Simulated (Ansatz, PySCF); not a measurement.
Noncovalent pair: CH4 (SMILES C) (first 5 atoms) with SiH4 (SMILES [SiH4]); geometry from B3LYP-D3(BJ)/def2-TZVP.
(charge 0, multiplicity 1):
```csv
atom,x (Å),y (Å),z (Å)
C,0.0891,-0.0428,-0.0409
H,-0.9528,0.0525,0.2618
H,0.5038,-0.9627,0.3689
H,0.1500,-0.0702,-1.1280
H,0.6554,0.8092,0.3327
Si,-0.0882,0.0429,3.7399
H,0.4402,-1.2682,3.3022
H,-1.4421,0.2440,3.1776
H,0.8090,1.1209,3.2681
H,-0.1601,0.0752,5.2186
```

Basis-set superposition error: the interaction energy with monomers in their own basis, and in the dimer's basis (counterpoise).

Programs: Ansatz (Gaussian orbitals); PySCF for 6-31G* rows. Values without a source in brackets are computed.

```tsv
level	uncorrected (kJ/mol)	counterpoise (kJ/mol)	difference
HF/6-31G*	1.8	2.4	0.6
PBE/def2-TZVPPD	-0.8	-0.7	0.1
BLYP/def2-TZVPPD	3.5	3.7	0.2
r2SCAN/def2-TZVPPD	-1.7	-1.6	0.1
B97M-V/def2-TZVPPD	-3.2	-3.1	0.2
PBE0/def2-TZVPPD	-0.6	-0.5	0.1
CAM-B3LYP/def2-TZVPPD	0.0	0.1	0.2
wB97X-V/def2-TZVPPD	-3.5	-3.3	0.1
wB97M-V/def2-TZVPPD	-3.2	-3.0	0.2
SCS-MP2/aug-cc-pV(D+d)Z	-4.3	-1.2	3.1
```

The error is largest for SCS-MP2/aug-cc-pV(D+d)Z (3.1 kJ/mol) and smallest for PBE0/def2-TZVPPD (0.1 kJ/mol).

Ansatz is a program for electronic structure.
